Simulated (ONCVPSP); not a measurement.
# What one change does to a pseudopotential (manganese, ONCV)

Mn, optimised norm-conserving Vanderbilt (ONCV), made with ONCVPSP 4.0.1 (PBE, scalar-relativistic). Core [Ne], reference 3s2 3p6 3d5 4s1.5 (charge +0.5). Waves: 3s+4s: rc 1.65 bohr, ncon 3, nbas 7, qcut 7 1/bohr, 2 projectors; 3p: rc 1.05 bohr, ncon 5, nbas 8, qcut 14.2 1/bohr, 1 projector; 3d: rc 1.05 bohr, ncon 5, nbas 9, qcut 12.6 1/bohr, local. Local part: the d channel. Core correction: polynomial model core, fcfact 0.4.

Change: s: qcut 8.4; p: qcut 17; d: qcut 15.1.

Cutoffs: the cutoffs (Ha) at which the residual kinetic energy of the hardest occupied pseudo-wave falls to 1 and 0.1 mHa per electron; they do not see the model core or the augmentation charge, which bear on the density cutoff. Errors are all-electron minus pseudo energies relative to the spin-unpolarised reference configuration.

What does the change do?

The potential gets neither clearly harder nor softer (75 Ha and 172 Ha → 88 Ha and 101 Ha); the d channel sets the loose cutoff, while the largest relative change is in p, which becomes harder; of the 4 tests that both files solve, the error grows in 0 and shrinks in 1 by more than 15 % and 0.3 meV (median size 0.8 → 0.7 meV); neither file shows a bound ghost.

```csv
quantity,base,changed
"cutoff, loose",75 Ha,88 Ha
"cutoff, tight",172 Ha,101 Ha
loose cutoff by channel,"s 11 Ha, p 65 Ha, d 75 Ha","s 12 Ha, p 82 Ha, d 88 Ha"
bound ghosts,none,none
GHOST(+) flags under 300 eV,s at 143.1 eV,s at 127.8 eV
"error for 3s2 3p6 3d5 4s2, meV [ΔE -3.36 eV]",+0.3,+0.4
"error for 3s2 3p6 3d5 4s1, meV [ΔE 5.06 eV]",-0.3,-0.4
"error for 3s2 3p6 3d5 4s0, meV [ΔE 20.65 eV]",-1.3,-1.1
"error for 3s2 3p6 3d5 4s0 4p1, meV [ΔE 9.80 eV]",-13,-4.3
s: phases at 1.68 bohr within 0.05 rad from the reference energy up to (Ha; the scan ends near 5),4.3,4.0
p: phases at 1.06 bohr within 0.05 rad from the reference energy up to (Ha; the scan ends near 5),to the end of the scan,to the end of the scan
d: phases at 1.06 bohr within 0.05 rad from the reference energy up to (Ha; the scan ends near 5),4.1,4.6
"rms error of d²Exc/dni dnj with the model core, mHa",1.71,1.63
```
